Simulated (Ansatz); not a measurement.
## Loss of CH4: B(CH3)3(NH3) → B(CH3)2(NH2) + CH4

Species: B(CH3)3(NH3), singlet; B(CH3)2(NH2), singlet; CH4 (methane) `C`, singlet. This is a balance of energies; it says nothing on the path, which may need atoms to shift.

Shapes, held fixed at every level: PBE0-D4/def2-TZVP. Programs: Ansatz 0.2.0. Electronic energies: no zero-point or thermal term.

| level | kind | ΔE (kJ/mol) | less CCSD(T)/CBS estimate |
| --- | --- | --- | --- |
| HF/def2-SVP | Hartree–Fock | -103.5 | -43.7 |
| BHLYP-D4/def2-TZVPP | global hybrid | -75.1 | -15.3 |
| r2SCAN0-D4/def2-TZVPP | global hybrid | -59.6 | +0.2 |
| wB97M-V/def2-TZVPP | range-separated hybrid | -62.5 | -2.7 |
| CCSD/def2-SVP | coupled cluster or CI | -60.1 | -0.3 |
| CCSD/def2-TZVPP | coupled cluster or CI | -64.5 | -4.7 |
| CCSD(T)/CBS estimate | coupled cluster or CI | -59.8 | 0.0 |

The highest level, CCSD(T)/CBS estimate, gives ΔE = -59.8 kJ/mol; the levels span -103.5 to -59.6. The column of differences is taken from that level and isn't an error. No measured value is set beside it here. The CBS estimate extrapolates MP2 from def2-TZVPP and def2-QZVPP and adds CCSD(T) − MP2 in the triple-zeta set, cores frozen.
